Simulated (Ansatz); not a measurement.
Compounds of Si with 4 ligands, in which CH3 is traded for OH. Quantity: electronic atomisation energy to ground-state atoms, in kcal/mol. Structures are relaxed separately at B3LYP-D3(BJ)/def2-TZVP in Ansatz (an electronic-structure program), one conformer each, not searched for the lowest. Valence correlation only, unless marked. Open shells are spin-unrestricted. No spin-orbit coupling. No relativistic terms. Basis-set limits of correlation are two-point, X^-3; Hartree-Fock from the larger set. [CCSD(T)-MP2]/basis is that difference in the basis named. The first level has limits of its own: it lacks core correlation, which all-electron functionals hold.

```
n(OH)  species (SMILES)  RI-MP2/CBS(aug-cc-pV(T+d)Z,aug-cc-pV(Q+d)Z)+[CCSD(T)-MP2]/aug-cc-pV(T+d)Z (Ansatz)  PBE/def2-TZVPD (Ansatz)  r2SCAN-D4/def2-TZVPD (Ansatz + dftd4)
-----  ----------------  ----------------------------------------------------------------------------------  -----------------------  -------------------------------------
0          C[Si](C)(C)C                                                                              1543.5                   1545.7                                 1543.3
1          C[Si](C)(C)O                                                                                   ?                        ?                                      ?
2          C[Si](C)(O)O                                                                              1222.6                   1221.5                                 1217.0
3          C[Si](O)(O)O                                                                              1065.2                   1062.1                                 1056.7
4          O[Si](O)(O)O                                                                               904.6                    899.2                                  893.3
```

Fit a straight line through the known rows at each level by least squares, predict the withheld row (n(OH) = 1), and compare with the run.


- The known rows have mean n(OH) = 2.25 and Σ(n(OH) - mean)² = 8.75.
- RI-MP2/CBS(aug-cc-pV(T+d)Z,aug-cc-pV(Q+d)Z)+[CCSD(T)-MP2]/aug-cc-pV(T+d)Z: mean 1183.975, Σ(n(OH) - mean)(y - mean) = -1396.575, slope -159.609 kcal/mol a step; the line gives 1183.975 + (-159.609)×(1 - 2.25) = 1383.5; the run gives 1382.1, -1.4 from the line, whose largest residual on the known rows is 1.3.
- PBE/def2-TZVPD: mean 1182.125, Σ(n(OH) - mean)(y - mean) = -1413.025, slope -161.489 kcal/mol a step; the line gives 1182.125 + (-161.489)×(1 - 2.25) = 1384.0; the run gives 1382.8, -1.2 from the line, whose largest residual on the known rows is 1.1.
- r2SCAN-D4/def2-TZVPD: mean 1177.575, Σ(n(OH) - mean)(y - mean) = -1420.875, slope -162.386 kcal/mol a step; the line gives 1177.575 + (-162.386)×(1 - 2.25) = 1380.6; the run gives 1379.2, -1.4 from the line, whose largest residual on the known rows is 1.2.
- PBE minus the first level along the series: +2.2, +0.7, -1.1, -3.1, -5.4 kcal/mol.
